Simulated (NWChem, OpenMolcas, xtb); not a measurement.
## The dipole moment down a group: F to I

One atom is swapped for its congeners: KF; KCl; KBr; KI (Potassium Iodide). All are singlets with charge 0.

Shapes, held fixed at every level: PBE0-D4/def2-TZVP; KI at the measured bond length. Programs: NWChem 7.3.0, OpenMolcas 26.06, xtb 6.7.1. Values in D.

| level | KF | KCl | KBr | KI |
| --- | --- | --- | --- | --- |
| GFN2-xTB | 8.19 | 8.18 | 8.87 | 9.72 |
| HF/STO-3G | 6.23 | 10.00 | 9.40 | 10.14 |
| HF/3-21G | 9.23 | 12.06 | 12.00 | 12.84 |
| HF/def2-SVP | 8.77 | 10.35 | 10.97 | 11.64 |

At HF/def2-SVP the dipole moment rises at every step, from 8.77 to 11.64 D. 1 of 4 levels show this order throughout; 3 agree on the largest and the smallest. For atoms past krypton def2 sets carry core potentials with scalar relativity. All-electron rows are non-relativistic unless named. Relativity is left out for Br unless named. GFN2-xTB strays far from the other rows.
